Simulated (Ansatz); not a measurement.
Cost against result

Saddle point of BH3BrO2F, singlet (BH₂BrO₂ ([OH][B]([OH])[Br]) + HF → BH₂O₂F ([OH][B]([OH])[F]) + HBr; bonds formed: B1–F6, Br2–H5; bonds broken: B1–Br2, H5–F6), PBE0-D4/def2-TZVP structure:

```xyz
8
angstrom
B -0.2936 -0.1736 0.2710
Br 1.8694 -0.4066 -0.6625
O -1.1253 -1.1139 -0.2027
O -0.2240 0.1352 1.5750
H 0.6929 0.8943 -0.9800
F -0.2987 1.1697 -0.6705
H -1.0586 -1.2910 -1.1421
H 0.4380 0.7861 1.8119
```

Barriers are electronic and count from the start structure reached by relaxing down the imaginary mode.

Ansatz 0.2.0; basis: as named in each row; cores frozen in the correlated methods. Filled d shells of the heavier atoms are correlated. The def2 sets are not built for correlating such inner shells, so the correlated values are less sure here. B3LYP uses VWN-RPA correlation. Extrapolation: Hartree–Fock as exp(−7.88 √X), correlation as X^−2.97.

Times are rough, for one single point on 8 threads of a shared host (Intel Xeon Platinum 8375C).

The estimate by CCSD(T) at an estimated basis limit (MP2 extrapolated from triple and quadruple zeta, plus CCSD(T) − MP2 in triple zeta) is 1.012 eV.

```
      method       basis  time (s)  barrier (eV)  method less estimate
          HF      STO-3G   under 1         0.617                -0.395
      PBE-D4      STO-3G   under 1        -0.949                -1.961
       SPW92    def2-SVP   under 1         0.013                -0.999
      PBE-D4    def2-SVP   under 1         0.389                -0.622
    B3LYP-D4       6-31G   under 1         0.510                -0.502
       SPW92  def2-TZVPP   under 1         0.383                -0.628
     PBE0-D4    def2-SVP   under 1         0.585                -0.426
      PBE-D4  def2-TZVPP         1         0.729                -0.282
     BLYP-D4  def2-TZVPP         1         0.831                -0.181
     PBE0-D4  def2-TZVPP         1         0.845                -0.166
    B3LYP-D4  def2-TZVPP         2         0.907                -0.105
    BHLYP-D4  def2-TZVPP         2         1.025                 0.013
CAM-B3LYP-D4  def2-TZVPP         2         0.885                -0.127
   r2SCAN-D4  def2-TZVPP         2         0.730                -0.282
  r2SCAN0-D4  def2-TZVPP         2         0.824                -0.187
     wB97M-V    def2-SVP         2         0.545                -0.467
  RPA on PBE  def2-TZVPP         2         0.984                -0.028
      B2PLYP  def2-TZVPP         3         0.953                -0.059
    PBE-QIDH  def2-TZVPP         3         0.929                -0.082
      B97M-V  def2-TZVPP         3         0.915                -0.097
     wB97X-V  def2-TZVPP         3         0.909                -0.103
     wB97M-V  def2-TZVPP         4         0.850                -0.162
     CCSD(T)    def2-SVP         4         0.930                -0.082
         MP2  def2-QZVPP        11         0.982                -0.030
     CCSD(T)  def2-TZVPP        53         0.993                -0.019
```

All methods are single points on the PBE0-D4 structures; a negative value means that the method puts the saddle structure below the start.

No T1 diagnostic of these runs exceeds 0.011.

Labels in which every atom is bracketed show which atoms are joined, not bond orders.
